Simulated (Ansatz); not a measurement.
Reactions of `[CH3][Sn][Cl]`.

Computed with Ansatz on PBE0-D4/def2-TZVP structures; ΔE is electronic, products minus reactants. CCSD(T)/CBS adds triple-zeta CCSD(T) − MP2 to the extrapolated MP2 energy (def2 sets, frozen cores). This one scheme is used for every species. Elements past krypton have def2 core potentials. For Sn outer-core shells are correlated without core-valence functions, which leaves a few kJ/mol of doubt a bond. Each species was taken in one conformer, which may not be the lowest.

Task: Order these by ΔE at CCSD(T)/CBS, lowest first. (An estimate is asked.)
A. `[CH3][Sn][Cl]` + CH₃OH → `C[O][Sn][CH3]` + HCl
B. `[CH3][Sn][Cl]` + H–F → `[F][Sn][Cl]` + CH₄
C. `[CH3][Sn][Cl]` + CH₃OH → `C[O][Sn][Cl]` + CH₄
D. `[CH3][Sn][Cl]` + HCl → `[Cl][Sn][Cl]` + CH₄

Result: D (-165.6 kJ/mol), B (-135.9 kJ/mol), C (-112.0 kJ/mol), A (+70.7 kJ/mol).

Largest T1 diagnostic: 0.017, for `C[O][Sn][CH3]`.
